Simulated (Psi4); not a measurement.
C$_{2}$H$_{6}$SZn (SMILES C[CH2][Zn][SH]), singlet, geometry from GFN2-xTB (such geometries of metal compounds can be far from the true shape); Psi4 1.11 with B3LYP/def2-SV(P).

Psi4 was given this input:
```
memory 2 GB

molecule mol {
0 1
  Zn   -0.472545   -0.202977    0.210476
  C     0.166813   -1.783803   -0.918694
  C     1.443855   -1.322843   -1.608260
  H    -0.574650   -2.074553   -1.658686
  H     0.370858   -2.650386   -0.294112
  H     2.207057   -1.035204   -0.885019
  H     1.257658   -0.475375   -2.267701
  H     1.851946   -2.132581   -2.216010
  S     0.027052    1.933185    0.906967
  H    -1.033337    2.166333    1.657505
}

set basis def2-sv(p)
set reference rks

energy('b3lyp')
print_variables()
```

What does Psi4 print? Leave out banner, timings and long lists.


```
   => Loading Basis Set <=

    Name: DEF2-SV(P)
    Role: ORBITAL
    Keyword: BASIS

         ---------------------------------------------------------
                                   SCF
               by Justin Turney, Rob Parrish, Andy Simmonett
                          and Daniel G. A. Smith
                              RKS Reference
         ---------------------------------------------------------

  ==> Geometry <==

    Molecular point group: c1
    Full point group: C1

    Geometry (in Angstrom), charge = 0, multiplicity = 1:

       Center              X                  Y                   Z               Mass
    ------------   -----------------  -----------------  -----------------  -----------------
         ZN          -0.425660493597    -0.245071587126     0.159491759851    63.929142010000
         C            0.213697506403    -1.825897587126    -0.969678240149    12.000000000000
         C            1.490739506403    -1.364937587126    -1.659244240149    12.000000000000
         H           -0.527765493597    -2.116647587126    -1.709670240149     1.007825032230
         H            0.417742506403    -2.692480587126    -0.345096240149     1.007825032230
         H            2.253941506403    -1.077298587126    -0.936003240149     1.007825032230
         H            1.304542506403    -0.517469587126    -2.318685240149     1.007825032230
         H            1.898830506403    -2.174675587126    -2.266994240149     1.007825032230
         S            0.073936506403     1.891090412874     0.855982759851    31.972071174400
         H           -0.986452493597     2.124238412874     1.606520759851     1.007825032230

  Running in c1 symmetry.

  Rotational constants: A =      0.28529  B =      0.05924  C =      0.04997 [cm^-1]
  Rotational constants: A =   8552.67357  B =   1775.86403  C =   1498.02831 [MHz]
  Nuclear repulsion =  300.436690597569793

  Charge       = 0
  Multiplicity = 1
  Electrons    = 64
  Nalpha       = 32
  Nbeta        = 32

  ==> Algorithm <==

  SCF Algorithm Type is DF.
  DIIS enabled.
  MOM disabled.
  Fractional occupation disabled.
  Guess Type is SAD.
  Energy threshold   = 1.00e-06
  Density threshold  = 1.00e-06
  Integral threshold = 1.00e-12

  ==> Primary Basis <==

  Basis Set: DEF2-SV(P)
    Blend: DEF2-SV(P)
    Number of shells: 42
    Number of basis functions: 82
    Number of Cartesian functions: 87
    Spherical Harmonics?: true
    Max angular momentum: 2

  ==> DFT Potential <==

   => LibXC <=

    Version 7.1.2
    S. Lehtola, C. Steigemann, M. J. T. Oliveira, and M. A. L. Marques,  SoftwareX 7, 1–5 (2018) (10.1016/j.softx.2017.11.002)

   => Composite Functional: B3LYP <=

    B3LYP Hyb-GGA Exchange-Correlation Functional

    P. J. Stephens, F. J. Devlin, C. F. Chabalowski, and M. J. Frisch,  J. Phys. Chem. 98, 11623 (1994) (10.1021/j100096a001)

    Deriv               =              1
    GGA                 =           TRUE
    Meta                =          FALSE

    Exchange Hybrid     =           TRUE
    MP2 Hybrid          =          FALSE

   => Exchange Functionals <=

    0.0800   Slater exchange
    0.7200         Becke 88

   => Exact (HF) Exchange <=

    0.2000               HF

   => Correlation Functionals <=

    0.1900   Vosko, Wilk & Nusair (VWN5_RPA)
    0.8100   Lee, Yang & Parr

   => LibXC Density Thresholds  <==

    XC_HYB_GGA_XC_B3LYP:  1.00E-15

   => Molecular Quadrature <=

    Radial Scheme          =       TREUTLER
    Pruning Scheme         =           NONE
    Nuclear Scheme         =       TREUTLER

    Blocking Scheme        =         OCTREE
    BS radius alpha        =              1
    Pruning alpha          =              1
    Radial Points          =             75
    Spherical Points       =            302
    Total Points           =         215608
    Total Blocks           =           1644
    Max Points             =            256
    Max Functions          =             79
    Weights Tolerance      =       1.00E-15

   => Loading Basis Set <=

    Name: (DEF2-SV(P) AUX)
    Role: JKFIT
    Keyword: DF_BASIS_SCF

  ==> Integral Setup <==

  SCF_SUBTYPE=INCORE selected. In-core MEM_DF algorithm will be used.
  Using in-core AOs.

  ==> MemDFJK: Density-Fitted J/K Matrices <==

    J tasked:                   Yes
    K tasked:                   Yes
    wK tasked:                   No
    Algorithm:                 Core
    Schwarz Cutoff:           1E-12
    Mask sparsity (%):       4.3724
    Fitting Condition:        1E-10

   => Auxiliary Basis Set <=

  Basis Set: (DEF2-SV(P) AUX)
    Blend: DEF2-UNIVERSAL-JKFIT
    Number of shells: 182
    Number of basis functions: 650
    Number of Cartesian functions: 830
    Spherical Harmonics?: true
    Max angular momentum: 6

  Minimum eigenvalue in the overlap matrix is 4.3497924061E-03.
  Reciprocal condition number of the overlap matrix is 7.5335316381E-04.
    Using symmetric orthogonalization.

  ==> Pre-Iterations <==

  SCF Guess: Superposition of Atomic Densities via on-the-fly atomic UHF (no occupation information).

   -------------------------
    Irrep   Nso     Nmo
   -------------------------
     A         82      82
   -------------------------
    Total      82      82
   -------------------------

  ==> Iterations <==

                           Total Energy        Delta E     RMS |[F,P]|

   @DF-RKS iter SAD: -2253.45422290138640   -2.25345e+03   0.00000e+00
   @DF-RKS iter   1: -2254.85628411343123   -1.40206e+00   2.88382e-02 DIIS/ADIIS
   @DF-RKS iter   2: -2208.53793652057584    4.63183e+01   7.01162e-02 DIIS/ADIIS
   @DF-RKS iter   3: -2256.39253474730003   -4.78546e+01   1.37016e-02 DIIS/ADIIS
   @DF-RKS iter   4: -2256.77925481842249   -3.86720e-01   8.00744e-03 DIIS/ADIIS
   @DF-RKS iter   5: -2257.02932584724249   -2.50071e-01   1.43476e-03 DIIS/ADIIS
   @DF-RKS iter   6: -2257.03362080095985   -4.29495e-03   6.59390e-04 DIIS/ADIIS
   @DF-RKS iter   7: -2257.03495879655929   -1.33800e-03   1.72213e-04 DIIS/ADIIS
   @DF-RKS iter   8: -2257.03506289451661   -1.04098e-04   3.27864e-05 DIIS
   @DF-RKS iter   9: -2257.03506648098028   -3.58646e-06   1.36335e-05 DIIS
   @DF-RKS iter  10: -2257.03506680178089   -3.20801e-07   3.87814e-06 DIIS
   @DF-RKS iter  11: -2257.03506683544947   -3.36686e-08   1.11359e-06 DIIS
   @DF-RKS iter  12: -2257.03506683794285   -2.49338e-09   2.92690e-07 DIIS
  Energy and wave function converged.

  ==> Post-Iterations <==

   Electrons on quadrature grid:
      Ntotal   =   63.9999970558 ; deviation = -2.944e-06

    Orbital Energies [Eh]
    ---------------------

    Doubly Occupied:

       1A   -347.285483     2A    -88.801869     3A    -42.244513
       4A    -37.237799     5A    -37.237583     6A    -37.235807
       7A    -10.173124     8A    -10.173030     9A     -7.898980
      10A     -5.867669    11A     -5.863940    12A     -5.858659
      13A     -4.831785    14A     -3.225723    15A     -3.224548
      16A     -3.220472    17A     -0.744701    18A     -0.686452
      19A     -0.598773    20A     -0.504866    21A     -0.502613
      22A     -0.502175    23A     -0.500647    24A     -0.499221
      25A     -0.440958    26A     -0.421296    27A     -0.377925
      28A     -0.368282    29A     -0.349439    30A     -0.302555
      31A     -0.247186    32A     -0.228923

    Virtual:

      33A     -0.052451    34A      0.032383    35A      0.041001
      36A      0.069897    37A      0.094393    38A      0.119602
      39A      0.123618    40A      0.137088    41A      0.158064
      42A      0.163671    43A      0.217881    44A      0.263305
      45A      0.410239    46A      0.434459    47A      0.446465
      48A      0.480283    49A      0.517467    50A      0.562210
      51A      0.572885    52A      0.639543    53A      0.680544
      54A      0.692470    55A      0.693186    56A      0.696424
      57A      0.710941    58A      0.714757    59A      0.718841
      60A      0.723854    61A      0.731598    62A      0.772634
      63A      0.810499    64A      0.838171    65A      0.951711
      66A      0.967047    67A      1.061845    68A      1.325533
      69A      1.354113    70A      1.367970    71A      1.424125
      72A      1.484611    73A      1.611791    74A      1.640996
      75A      1.903395    76A      1.958909    77A      1.991672
      78A      2.175804    79A      2.208017    80A      2.266572
      81A      2.267311    82A      2.563205

    Final Occupation by Irrep:
              A
    DOCC [    32 ]
    NA   [    32 ]
    NB   [    32 ]

  @DF-RKS Final Energy: -2257.03506683794285

   => Energetics <=

    Nuclear Repulsion Energy =            300.4366905975697932
    One-Electron Energy =               -3737.0055160971478472
    Two-Electron Energy =                1268.1118905504181384
    DFT Exchange-Correlation Energy =     -88.5781318887828348
    Empirical Dispersion Energy =           0.0000000000000000
    VV10 Nonlocal Energy =                  0.0000000000000000
    Total Energy =                      -2257.0350668379428498

Computation Completed

Properties will be evaluated at   0.000000,   0.000000,   0.000000 [a0]

Properties computed using the SCF density matrix

 Multipole Moments:

 ------------------------------------------------------------------------------------
     Multipole            Electronic (a.u.)      Nuclear  (a.u.)        Total (a.u.)
 ------------------------------------------------------------------------------------

 L = 1.  Multiply by 2.5417464519 to convert [e a0] to [Debye]
 Dipole X            :         -6.3525532            5.6703697           -0.6821835
 Dipole Y            :          4.2726432           -5.0910083           -0.8183651
 Dipole Z            :          6.1951758           -6.1661506            0.0290252
 Magnitude           :                                                    1.0658040

 ------------------------------------------------------------------------------------

  Variable Map:
  ----------------------------------------------------------------------------
  "CURRENT ENERGY"              =>   -2257.035066837943
  "CURRENT REFERENCE ENERGY"    =>   -2257.035066837943
  "DD SOLVATION ENERGY"         =>       0.000000000000
  "DFT FUNCTIONAL TOTAL ENERGY" =>   -2257.035066837943
  "DFT TOTAL ENERGY"            =>   -2257.035066837943
  "DFT VV10 ENERGY"             =>       0.000000000000
  "DFT XC ENERGY"               =>     -88.578131888783
  "GRID ELECTRONS ALPHA"        =>      31.999998527888
  "GRID ELECTRONS BETA"         =>      31.999998527888
  "GRID ELECTRONS TOTAL"        =>      63.999997055776
  "NUCLEAR REPULSION ENERGY"    =>     300.436690597570
  "ONE-ELECTRON ENERGY"         =>   -3737.005516097148
  "PCM POLARIZATION ENERGY"     =>       0.000000000000
  "PE ENERGY"                   =>       0.000000000000
  "SCF ITERATION ENERGY"        =>   -2257.035066837943
  "SCF ITERATIONS"              =>      12.000000000000
  "SCF TOTAL ENERGY"            =>   -2257.035066837943
  "TWO-ELECTRON ENERGY"         =>    1268.111890550418
  "XC GRID RADIAL POINTS"       =>      75.000000000000
  "XC GRID SPHERICAL POINTS"    =>     302.000000000000
  "XC GRID TOTAL POINTS"        =>  215608.000000000000

  Array Variable Map:
  ----------------------------------------------------------------------------
  "CURRENT DIPOLE"              =>      -0.682183548009 ... 0.029025217006 1 by 3
  "SCF DIPOLE"                  =>      -0.682183548009 ... 0.029025217006 1 by 3
  "SCF TOTAL ENERGIES"          =>   -2253.454222901386 ... -2257.035066837943 1 by 13
```
